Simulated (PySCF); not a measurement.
F²⁺ (fluorine, charge +2) across methods

[He] 2s1 2p4, high-spin 4P determinant (an excited configuration). Calculation: PySCF 2.14, in x2c-TZVPPall with one added diffuse shell each of s, p, d type (6s4p3d1f, 40 functions); the spin-free X2C one-electron Hamiltonian (Gaussian nucleus).

```tsv
method	E (hartree)	mean ε 2s α (eV)	mean ε 2p α (eV)	mean ε 2p β (eV)	Σ⟨r²⟩ (bohr²)	⟨S²⟩
r2SCAN	-97.2273	-72.872	-52.503	-45.530	5.073	3.752
LDA	-96.5744	-69.915	-51.310	-44.719	5.139	3.752
PBE	-97.1547	-70.412	-51.298	-45.092	5.116	3.751
PBE0	-97.1613	-75.028	-54.539	-47.289	5.092	3.751
M06-L	-97.2490	-73.205	-52.323	-45.644	5.032	3.751
UHF	-97.00127	-88.210	-63.589	-52.324	5.066	3.753
B97-3	-97.2027	-75.212	-54.609	-47.569	5.082	3.752
BHandHLYP	-97.2189	-79.303	-57.542	-49.685	5.081	3.752
TPSSh	-97.2486	-73.062	-52.842	-46.322	5.085	3.751
```
